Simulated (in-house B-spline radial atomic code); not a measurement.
**How G0W0 and RPA depend on the start: Pb⁻**

Configuration [Xe] 4f14 5d10 6s2 6p3, highest spin. Computed with a B-spline radial code for spherical atoms: all electrons, scalar-relativistic (spin-free one-electron X2C), finite nucleus, each spin shell either full or empty, empty states to l = 9 with an (l + 1/2)⁻⁴ tail; G0W0 by contour deformation at full frequency.

The anion's configuration is assumed.

Without the two-electron picture change, the correlation of inner shells comes somewhat too large for so heavy an element.

Spin-orbit coupling, left out, splits p levels strongly here.

```tsv
start	mean-field 6p up (eV)	G0W0 (eV)	QP weight	RPA correlation (Eh)
Hartree-Fock	-1.460	-1.717	0.911	-6.8801
LC-wPBE	-1.610	-1.582	0.916	-7.2065
wB97X	-1.163	?	?	?
BHandHLYP	-0.149	-1.263	0.640	-7.1117
CAM-B3LYP	-0.507	?	?	?
```

Question: What G0W0 level, weight and RPA correlation energy follow from the wB97X start?

Answer: G0W0 level -1.586 eV, weight 0.889, RPA correlation -7.1759 hartree.

Question: What G0W0 level, weight and RPA correlation energy follow from the CAM-B3LYP start?

Answer: G0W0 level -1.428 eV, weight 0.816, RPA correlation -7.2052 hartree.

Question: How much of the dependence on the start does G0W0 remove?

Answer: The mean-field levels span 1.46 eV and the G0W0 levels 0.454 eV. Against 0.357 eV (electron affinity of the neutral atom) the G0W0 removal energies are off by +0.91 to +1.36 eV, with spin-orbit coupling, Breit and QED terms left out.
